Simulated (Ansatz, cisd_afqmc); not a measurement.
Species: CaCl, charge 0, doublet. CaCl (SMILES [Cl][Ca], doublet).
B3LYP-D3(BJ)/def2-TZVP minimum from Ansatz (a quantum-chemistry and plane-wave program):
```xyz
2

Ca     0.0000     0.0000    -1.1231
Cl     0.0000     0.0000     1.3213
```
Charge 0, spin multiplicity 2.

Total energies in def2-SVP, 9 correlated electrons, 14 frozen orbitals. UHF or UKS for unpaired electrons; spin-orbit terms are left out. Cores are frozen in correlated methods (noble-gas shells, and filled d and f shells in the p block). No relativity. AFQMC/CISD: phaseless, guided by CISD from CCSD amplitudes; bars are statistical, one sigma. Outlying blocks are dropped, and bars are widened where a walk drifts. Over all cases where full CI ran beside it in this data, AFQMC minus full CI had a median of +0.1 mEh and passed +0.4 mEh in a tenth of the cases. The spin of CaCl ([Cl][Ca], doublet) was assumed, and the state is the lowest solution found for it.

| method | program | energy (Eh) | minus CCSDTQ (mEh) |
|---|---|---|---|
| HF | Ansatz | -1136.11372 | 155.73 |
| MP2 | Ansatz | -1136.25402 | 15.42 |
| CCSD | Ansatz | -1136.26635 | 3.09 |
| CCSD(T) | Ansatz | -1136.26891 | 0.53 |
| CCSDT(Q) | Ansatz | -1136.26944 | 0.00 |
| CCSDTQ | Ansatz | -1136.26944 | 0.00 |
| AFQMC/CISD | cisd_afqmc | -1136.2695 ± 0.0002 | -0.1 ± 0.2 |

Rough core times of Ansatz's runs on a shared machine: CCSD(T) under 20 s, CCSDT(Q) 30 s, CCSDTQ 8 min.
